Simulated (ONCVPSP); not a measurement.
## LDA (Perdew-Wang 92) ONCV dataset for vanadium (V), scalar-relativistic all-electron reference.

```json
{
 "Element": "vanadium",
 "Generator": "ONCVPSP 4.0.1",
 "Type": "optimised norm-conserving Vanderbilt (ONCV)",
 "Functional": "LDA (Perdew-Wang 92)",
 "Relativity": "scalar-relativistic",
 "Frozen core": "[Ne]",
 "Valence charge": "13",
 "Reference configuration": "3s2 3p6 3d3 (charge +2)",
 "Partial waves": "3s: rc 0.95 bohr, ncon 5, nbas 9, qcut 8.7 1/bohr, 1 projector; 3p: rc 1.00 bohr, ncon 4, nbas 7, qcut 7.2 1/bohr, 2 projectors, debl 1.5 Ha; 3d: rc 0.95 bohr, ncon 5, nbas 9, qcut 9.7 1/bohr, local",
 "Local potential": "the d channel",
 "Core correction": "none"
}
```

In the p channel the program set the typed energies aside and used -2.226, 0.250 Ha.

* Cutoffs needed: 288 Ha and 333 Ha (the cutoffs (Ha) at which the residual kinetic energy of the hardest occupied pseudo-wave falls to 1 and 0.1 mHa per electron)
* Ghost test: no bound ghost flagged; no localised positive-energy state flagged
* Largest excitation error: +59 meV (all-electron minus pseudo) for 3s2 3p6 3d3 4s2, out of 4 test configurations
